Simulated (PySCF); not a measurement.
# Running PySCF for Sn³⁺

Input:

```python
from pyscf import gto, scf, mp

mol = gto.M(
    atom='Sn 0 0 0',
    basis='ano-rcc-vdzp',
    charge=3,
    spin=1,
    verbose=4,
)
mf = scf.UHF(mol)
mf = mf.sfx2c1e()
mf.kernel()
mp.MP2(mf, frozen=18).kernel()
mf.dip_moment()
print('orbital energies (hartree):', [e[max(0, n-3):n+3].round(4) for e, n in zip(mf.mo_energy, mol.nelec)])
```

```bash
$ python input.py
```

Output (some set-up lines and the per-cycle HOMO/LUMO lines with their warnings removed):

```
PySCF version 2.14.0

[INPUT] verbose = 4
[INPUT] num. atoms = 1
[INPUT] num. electrons = 47
[INPUT] charge = 3
[INPUT] spin (= nelec alpha-beta = 2S) = 1
[INPUT] symmetry False subgroup None
[INPUT] Mole.unit = angstrom
[INPUT] Symbol           X                Y                Z      unit          X                Y                Z       unit  Magmom
[INPUT]  1 Sn     0.000000000000   0.000000000000   0.000000000000 AA    0.000000000000   0.000000000000   0.000000000000 Bohr   0.0

nuclear repulsion = 0
number of shells = 4
number of NR pGTOs = 179
number of NR cGTOs = 43
basis = ano-rcc-vdzp
ecp = {}

******** <class 'pyscf.x2c.sfx2c1e.sfX2C1eUHF'> ********
method = sfX2C1eUHF
initial guess = minao
damping factor = 0
level_shift factor = 0
DIIS = <class 'pyscf.scf.diis.CDIIS'>
diis_start_cycle = 1
diis_space = 8
diis_damp = 0
SCF conv_tol = 1e-09
SCF conv_tol_grad = None
SCF max_cycles = 50
direct_scf = True
direct_scf_tol = 1e-13
number electrons alpha = 24  beta = 23

******** <class 'pyscf.x2c.sfx2c1e.SpinFreeX2CHelper'> ********
approx = 1e
xuncontract = 1
Set gradient conv threshold to 3.16228e-05
init E= -6173.51971485195

cycle= 1 E= -6171.87062794577  delta_E= 1.65  |g|= 0.262  |ddm|= 1.29
cycle= 2 E= -6171.90505091436  delta_E= -0.0344  |g|= 0.0977  |ddm|= 0.223
cycle= 3 E= -6171.90778972092  delta_E= -0.00274  |g|= 0.0148  |ddm|= 0.0404
cycle= 4 E= -6171.90800852055  delta_E= -0.000219  |g|= 0.00165  |ddm|= 0.0199
cycle= 5 E= -6171.90801052603  delta_E= -2.01e-06  |g|= 0.000153  |ddm|= 0.00192
cycle= 6 E= -6171.9080105369  delta_E= -1.09e-08  |g|= 2.12e-05  |ddm|= 9.74e-05
cycle= 7 E= -6171.90801053716  delta_E= -2.62e-10  |g|= 8.33e-07  |ddm|= 1.8e-05
Extra cycle  E= -6171.90801053716  delta_E= -4.55e-12  |g|= 1.96e-07  |ddm|= 5.29e-07
converged SCF energy = -6171.90801053716  <S^2> = 0.75048562  2S+1 = 2.0004856

******** <class 'pyscf.mp.ump2.UMP2'> ********
nocc = (np.int64(6), np.int64(5)), nmo = (25, 25)
frozen orbitals 18
E(UMP2) = -6172.19282136858  E_corr = -0.284810831412115
E(SCS-UMP2) = -6172.15096294989  E_corr = -0.242952412724427
E_corr(same-spin) = -0.11402375188859
E_corr(oppo-spin) = -0.170787079523525
Dipole moment(X, Y, Z, Debye): -0.00000,  0.00000,  0.00000
orbital energies (hartree): [array([-2.3836, -2.3836, -1.4453, -0.8308, -0.8308, -0.8308]), array([-2.373 , -2.373 , -2.373 , -1.0408, -0.7544, -0.7544])]
```

In short: E(SCF) = -6171.908011 Eh, 7 cycles, E(MP2) − E(SCF) = -0.28481 Eh, ⟨S²⟩ = 0.750.

Wall time 4.1 s on one thread of a shared host.

No search for the lowest solution was made.
